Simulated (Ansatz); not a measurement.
Two members of one family ((XSi)4Y6), computed with Ansatz in the gas phase. The two geometries come from different levels. A negative affinity means that the extra electron isn't bound at that geometry and level; within about 0.2 eV of zero the sign isn't settled. Binding counts from free atoms in the multiplicity of their measured ground term, without zero-point energy. Sets without diffuse functions give affinities that are too small. A dash marks a value that wasn't run or was left out as unsound. The structures are stationary points that may keep the symmetry of their start. Remarks come from the PBE and PBE0 runs and from stability tests at other levels; not every state was tested. A HOMO above zero means that the electron is unbound at that level and held by the basis, or that self-interaction error raises the level; the energy of removing that electron tells which. HOMO above LUMO (over both spins in singlets and doublets, within one spin in higher multiplets; at PBE or PBE0), or a gap under 0.15 eV within one spin, warns that the state may not be the lowest or that an electron is smeared out.

First: (ClSi)4CH26 adamantane (singlet, charge 0, PBE-D4/def2-SVP geometry).

```tsv
atom	x (Å)	y (Å)	z (Å)
Si1	1.423	1.206	0.342
Cl2	2.997	2.540	0.722
C3	2.114	-0.511	-0.028
Si4	0.706	-1.722	-0.372
Cl5	1.485	-3.624	-0.782
C6	-0.292	-1.104	-1.851
Si7	-1.000	0.610	-1.493
Cl8	-2.104	1.283	-3.143
C9	0.421	1.802	-1.142
C10	-2.113	0.512	0.029
Si11	-1.129	-0.094	1.522
Cl12	-2.378	-0.199	3.202
C13	0.292	1.104	1.851
C14	-0.421	-1.802	1.142
H15	2.791	-0.463	-0.906
H16	2.716	-0.870	0.834
H17	-1.118	-1.815	-2.070
H18	0.356	-1.063	-2.752
H19	1.078	1.877	-2.034
H20	0.019	2.818	-0.942
H21	-2.961	-0.179	-0.170
H22	-2.546	1.512	0.243
H23	-0.113	2.112	2.086
H24	0.872	0.767	2.735
H25	0.152	-2.175	2.018
H26	-1.248	-2.520	0.958
```

```json
{"level": "PBE-D4/def2-SVP", "HOMO (eV)": "-6.86", "LUMO (eV)": "-1.75", "gap (eV)": "5.11", "vertical IE (eV)": "–", "vertical EA (eV)": "-0.16", "binding per atom (eV)": "4.29"}
{"level": "PBE0-D4/def2-SVP", "HOMO (eV)": "-8.23", "LUMO (eV)": "-1.00", "gap (eV)": "7.23", "vertical IE (eV)": "9.68", "vertical EA (eV)": "-0.29", "binding per atom (eV)": "4.25"}
```

Remarks: gap within one spin near zero at PBE or PBE0 (+1 doublet), HOMO above LUMO (+1 doublet), HOMO above zero (-1 doublet).

Second: (MeSi)4O6 adamantane (singlet, charge 0, r2SCAN-D4/def2-SVP geometry).

```xyz
26

Si    0.351    0.064    1.718
C     0.716    0.131    3.512
O     1.375    1.021    0.795
Si    1.124    1.031   -0.865
C     2.301    2.107   -1.769
O    -0.479    1.479   -1.070
Si   -1.639    0.556   -0.284
C    -3.352    1.137   -0.580
O    -1.201    0.579    1.337
O    -1.375   -1.020   -0.795
Si    0.164   -1.650   -0.569
C     0.335   -3.376   -1.163
O     0.479   -1.479    1.070
O     1.201   -0.579   -1.337
H     0.020   -0.512    4.071
H     0.616    1.162    3.886
H     1.743   -0.212    3.708
H     3.332    1.746   -1.638
H     2.242    3.140   -1.394
H     2.067    2.114   -2.845
H    -3.477    2.167   -0.213
H    -4.073    0.490   -0.058
H    -3.583    1.119   -1.656
H    -0.362   -4.038   -0.627
H     1.360   -3.740   -0.996
H     0.115   -3.436   -2.240
```

Question: What does the change do? Estimate second minus first.

Answer: 
| level | Δ HOMO (eV) | Δ LUMO (eV) | Δ gap (eV) | Δ vertical IE (eV) | Δ vertical EA (eV) | Δ binding per atom (eV) |
| --- | --- | --- | --- | --- | --- | --- |
| PBE-D4/def2-SVP | -0.06 | 2.23 | 2.29 | – | -1.92 | 0.47 |
| PBE0-D4/def2-SVP | -0.51 | 2.35 | 2.86 | 0.87 | -2.21 | 0.42 |

Remarks: gap within one spin near zero at PBE or PBE0 (+1 doublet), HOMO above LUMO (+1 doublet), HOMO above zero (-1 doublet).
